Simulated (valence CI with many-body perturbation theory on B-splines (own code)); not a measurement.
**E1 line list for Hf XXXIX**

Method: valence CI with perturbative core correlation (CI+MBPT): six valence electrons over a frozen Dirac-Fock core [Ar] 3d10, a basis of 9 s, 9 p, 8 d, 6 f, 3 g, 1 h functions for each j, with the one-electron correlation potential Σ1, the two-electron term Σ2, the three-electron term Σ3, Breit, model QED; selected CI, second order for the rest, scaled by the run's own slope (own B-spline code, finite nucleus).

The last digits are not significant, and no measured levels were compared; by estimate large intervals hold to a few tenths of a per cent, small ones and those within an open d or f shell to about a per cent. Among the levels kept, up to 630 cm⁻¹ of a level comes from second order outside the variational space, and about a tenth of that is noise between levels of different J, which matters for small intervals.

Lines 1 to 50 of 90 in falling wavelength, among levels below 2216600 cm⁻¹, chosen from the strongest by gf and those to the six lowest levels. Wavelengths and rates use the calculated energies. Electric multipoles are in the length gauge with retardation, E1 and E2 with the static RPA response of the core. Weak lines are less certain than strong ones. Lines between different terms over intervals too small for the method are left out, as are lines whose strength nearly cancels. The highest levels of a list are the least certain.

Levels are named by their leading jj configuration (3d3/2^4 stands for four electrons in 3d with j = 3/2), which in mixed levels can hold well under half, so a name can repeat and another be missing. Letters in brackets count levels of one name in rising energy.

| λ vac (nm) | Upper | Lower | A (s⁻¹) | log gf | Branch % |
| --- | --- | --- | --- | --- | --- |
| 94.06 | (4s^2 4p1/2^2 4p3/2 4d5/2) J=1 | (4s^2 4p3/2^4) J=0 | 1.69e+05 | -4.17 | 0.0 |
| 70.42 | (4s^2 4p3/2^4) J=0 | (4s^2 4p1/2^2 4p3/2 4d3/2) J=1 | 1.83e+05 | -4.87 | 1.5 |
| 49.85 | (4s 4p1/2^2 4p3/2^3) J=1 | (4s^2 4p3/2^4) J=0 | 3.77e+06 | -3.38 | 0.0 |
| 22.51 | (4s^2 4p1/2 4p3/2^2 4d3/2) J=1 [a] | (4s^2 4p3/2^4) J=0 | 3.01e+07 | -3.16 | 0.1 |
| 19.80 | (4s^2 4p1/2^2 4p3/2 4d3/2) J=2 | (4s^2 4p1/2 4p3/2^3) J=2 | 5.85e+07 | -2.77 | 0.9 |
| 19.10 | (4s^2 4p1/2^2 4p3/2 4d3/2) J=1 | (4s^2 4p1/2 4p3/2^3) J=2 | 3.36e+08 | -2.26 | 3.5 |
| 18.70 | (4s^2 4p1/2^2 4p3/2 4d3/2) J=3 | (4s^2 4p1/2 4p3/2^3) J=2 | 4.61e+06 | -3.77 | 8.7 |
| 18.52 | (4s^2 4p1/2^2 4p3/2 4d3/2) J=2 | (4s^2 4p1/2 4p3/2^3) J=1 | 4.07e+07 | -2.98 | 0.6 |
| 17.90 | (4s^2 4p1/2^2 4p3/2 4d3/2) J=1 | (4s^2 4p1/2 4p3/2^3) J=1 | 4.92e+07 | -3.15 | 0.5 |
| 17.75 | (4s^2 4p1/2^2 4p3/2 4d3/2) J=0 | (4s^2 4p1/2 4p3/2^3) J=1 | 4.34e+07 | -3.69 | 100.0 |
| 16.44 | (4s^2 4p1/2 4p3/2^2 4d5/2) J=1 [a] | (4s^2 4p3/2^4) J=0 | 7.44e+08 | -2.04 | 3.2 |
| 15.94 | (4s^2 4p1/2 4p3/2^2 4d3/2) J=1 [b] | (4s^2 4p3/2^4) J=0 | 4.66e+08 | -2.27 | 0.0 |
| 15.71 | (4s^2 4p1/2^2 4p3/2 4d5/2) J=2 | (4s^2 4p1/2 4p3/2^3) J=2 | 1.60e+09 | -1.53 | 21.0 |
| 14.89 | (4s^2 4p1/2^2 4p3/2 4d5/2) J=2 | (4s^2 4p1/2 4p3/2^3) J=1 | 1.98e+09 | -1.48 | 25.9 |
| 14.51 | (4s^2 4p1/2 4p3/2^2 4d3/2) J=1 [c] | (4s^2 4p3/2^4) J=0 | 1.64e+08 | -2.81 | 0.0 |
| 13.16 | (4s^2 4p1/2^2 4p3/2 4d5/2) J=3 | (4s^2 4p1/2 4p3/2^3) J=2 | 1.11e+05 | -5.69 | 0.0 |
| 12.96 | (4s^2 4p1/2 4p3/2^2 4d5/2) J=1 [b] | (4s^2 4p3/2^4) J=0 | 6.57e+08 | -2.30 | 0.1 |
| 12.96 | (4s^2 4p1/2^2 4p3/2 4d5/2) J=1 | (4s^2 4p1/2 4p3/2^3) J=2 | 4.04e+09 | -1.52 | 1.8 |
| 12.65 | (4s 4p1/2^2 4p3/2^3) J=2 | (4s^2 4p1/2 4p3/2^3) J=2 | 7.20e+09 | -1.06 | 1.9 |
| 12.39 | (4s^2 4p1/2^2 4p3/2 4d5/2) J=1 | (4s^2 4p1/2 4p3/2^3) J=1 | 8.97e+08 | -2.21 | 0.4 |
| 12.11 | (4s 4p1/2^2 4p3/2^3) J=2 | (4s^2 4p1/2 4p3/2^3) J=1 | 9.85e+09 | -0.97 | 2.6 |
| 11.55 | (4s 4p1/2^2 4p3/2^3) J=1 | (4s^2 4p1/2 4p3/2^3) J=2 | 2.13e+10 | -0.89 | 4.3 |
| 11.40 | (4s 4p1/2 4p3/2^4) J=1 | (4s^2 4p3/2^4) J=0 | 1.47e+10 | -1.07 | 1.5 |
| 11.10 | (4s 4p1/2^2 4p3/2^3) J=1 | (4s^2 4p1/2 4p3/2^3) J=1 | 6.53e+09 | -1.44 | 1.3 |
| 9.011 | (4s^2 4p1/2 4p3/2^2 4d3/2) J=1 [a] | (4s^2 4p1/2 4p3/2^3) J=2 | 3.85e+09 | -1.85 | 9.5 |
| 8.996 | (4s^2 4p1/2 4p3/2^2 4d3/2) J=2 [a] | (4s^2 4p1/2 4p3/2^3) J=2 | 1.62e+09 | -2.01 | 21.1 |
| 8.861 | (4s^2 4p1/2^2 4p3/2 4d3/2) J=1 | (4s^2 4p1/2^2 4p3/2^2) J=0 | 2.11e+09 | -2.13 | 22.2 |
| 8.775 | (4s^2 4p1/2 4p3/2^2 4d3/2) J=3 [a] | (4s^2 4p1/2 4p3/2^3) J=2 | 9.43e+08 | -2.12 | 7.0 |
| 8.736 | (4s^2 4p1/2 4p3/2^2 4d3/2) J=0 | (4s^2 4p1/2 4p3/2^3) J=1 | 6.72e+09 | -2.11 | 99.9 |
| 8.736 | (4s^2 4p1/2 4p3/2^2 4d3/2) J=1 [a] | (4s^2 4p1/2 4p3/2^3) J=1 | 1.40e+09 | -2.32 | 3.4 |
| 8.721 | (4s^2 4p1/2 4p3/2^2 4d3/2) J=2 [a] | (4s^2 4p1/2 4p3/2^3) J=1 | 5.18e+07 | -3.53 | 0.7 |
| 8.489 | (4s^2 4p1/2^2 4p3/2 4d3/2) J=2 | (4s^2 4p1/2^2 4p3/2^2) J=2 | 6.48e+09 | -1.46 | 98.5 |
| 8.358 | (4s^2 4p1/2^2 4p3/2 4d3/2) J=1 | (4s^2 4p1/2^2 4p3/2^2) J=2 | 7.02e+09 | -1.66 | 73.8 |
| 8.281 | (4s^2 4p1/2^2 4p3/2 4d3/2) J=3 | (4s^2 4p1/2^2 4p3/2^2) J=2 | 4.84e+07 | -3.46 | 91.3 |
| 8.233 | (4s^2 4p1/2 4p3/2^2 4d3/2) J=2 [b] | (4s^2 4p1/2 4p3/2^3) J=2 | 9.85e+08 | -2.30 | 1.2 |
| 8.019 | (4s^2 4p1/2 4p3/2^2 4d5/2) J=3 [a] | (4s^2 4p1/2 4p3/2^3) J=2 | 3.99e+08 | -2.57 | 0.5 |
| 8.003 | (4s^2 4p1/2 4p3/2^2 4d3/2) J=2 [b] | (4s^2 4p1/2 4p3/2^3) J=1 | 3.11e+07 | -3.83 | 0.0 |
| 7.850 | (4s^2 4p1/2 4p3/2^2 4d5/2) J=1 [a] | (4s^2 4p1/2 4p3/2^3) J=2 | 1.80e+08 | -3.30 | 0.8 |
| 7.755 | (4s^2 4p1/2 4p3/2^2 4d3/2) J=2 [c] | (4s^2 4p1/2 4p3/2^3) J=2 | 2.08e+09 | -2.03 | 0.1 |
| 7.737 | (4s^2 4p1/2 4p3/2^2 4d3/2) J=3 [b] | (4s^2 4p1/2 4p3/2^3) J=2 | 1.42e+09 | -2.05 | 0.1 |
| 7.735 | (4s^2 4p1/2 4p3/2^2 4d3/2) J=1 [b] | (4s^2 4p1/2 4p3/2^3) J=2 | 1.43e+06 | -5.41 | 0.0 |
| 7.678 | (4s^2 4p1/2 4p3/2^2 4d5/2) J=0 | (4s^2 4p1/2 4p3/2^3) J=1 | 7.77e+08 | -3.16 | 99.8 |
| 7.640 | (4s^2 4p1/2 4p3/2^2 4d5/2) J=1 [a] | (4s^2 4p1/2 4p3/2^3) J=1 | 2.46e+09 | -2.19 | 10.7 |
| 7.637 | (4s^2 4p1/2^2 4p3/2 4d5/2) J=2 | (4s^2 4p1/2^2 4p3/2^2) J=2 | 4.05e+09 | -1.75 | 53.1 |
| 7.551 | (4s^2 4p1/2 4p3/2^2 4d3/2) J=2 [c] | (4s^2 4p1/2 4p3/2^3) J=1 | 6.36e+09 | -1.57 | 0.4 |
| 7.531 | (4s^2 4p1/2 4p3/2^2 4d3/2) J=1 [b] | (4s^2 4p1/2 4p3/2^3) J=1 | 3.25e+08 | -3.08 | 0.0 |
| 7.382 | (4s^2 4p1/2 4p3/2^2 4d3/2) J=1 [c] | (4s^2 4p1/2 4p3/2^3) J=2 | 4.53e+09 | -1.95 | 0.3 |
| 7.296 | (4s^2 4p1/2 4p3/2^2 4d5/2) J=2 [a] | (4s^2 4p1/2 4p3/2^3) J=2 | 1.68e+09 | -2.17 | 20.2 |
| 7.263 | (4s^2 4p1/2^2 4p3/2 4d5/2) J=1 | (4s^2 4p1/2^2 4p3/2^2) J=0 | 6.54e+10 | -0.81 | 29.4 |
| 7.197 | (4s^2 4p1/2 4p3/2^2 4d3/2) J=1 [c] | (4s^2 4p1/2 4p3/2^3) J=1 | 2.21e+10 | -1.29 | 1.5 |

How does gf follow from A for the line at 7.850 nm?

gf = 1.4992 × (2J+1)_upper × A / σ², with σ = 1273896 cm⁻¹ and 2J+1 = 3: gf = 0.000498.
